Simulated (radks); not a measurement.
Results of a calculation; reference values are marked as such.
Au10+, 69 electrons, occupied as [Kr] 4d10 4f14 5s2 5p5 5d2 (not the ground configuration). Code: a radial shooting solver on a logarithmic mesh with Libxc functionals. Model: scalar-relativistic Kohn-Sham, PBEsol, spin-polarised, spherical densities, finite nucleus; open shells are filled with parallel spins first (spin-orbit coupling, left out, can overturn this in heavy ions); Fermi nuclear charge, rms radius 5.4371 fm. Some entries of the table are withheld. Estimate them.

orbital,occ.,eigenvalue (eV),r(max) (bohr),<r> (bohr)
1s up,1,-80893.27,0.01043,0.01687
1s down,1,-80893.11,0.01043,0.01687
2s up,1,-14422.35,0.06020,0.07115
2s down,1,-14422.00,0.06020,0.07115
2p up,3,-12498.68,0.04982,0.06425
2p down,3,-12498.33,0.04982,0.06425
3s up,1,-3539.093,0.1697,0.1839
3s down,1,-3538.880,0.1697,0.1839
3p up,3,-2980.807,0.1690,0.1851
3p down,3,-2980.571,0.1690,0.1851
3d up,5,-2383.242,0.1376,0.1677
3d down,5,-2382.937,0.1376,0.1677
4s up,1,-905.3798,0.3826,0.4069
4s down,1,-904.9430,0.3827,0.4069
4p up,3,-722.0511,0.4026,0.4332
4p down,3,-721.6072,0.4027,0.4331
4d up,5,-501.6495,0.4100,0.4574
4d down,5,-501.1147,0.4100,0.4571
5s up,1,-277.4330,0.8365,0.8925
5s down,1,-274.3052,0.8334,0.8891
4f up,7,-256.4930,0.3742,0.4917
4f down,7,-255.7362,0.3741,0.4897
5p up,3,-224.7315,0.9247,0.9932
5p down,2,-221.1795,0.9209,0.9906
5d up,2,-160.2502,1.074,(1)
5d down,0,-156.5139,1.071,(2)

Answer. 
(1) 5d up <r> (bohr): 1.172
(2) 5d down <r> (bohr): 1.174
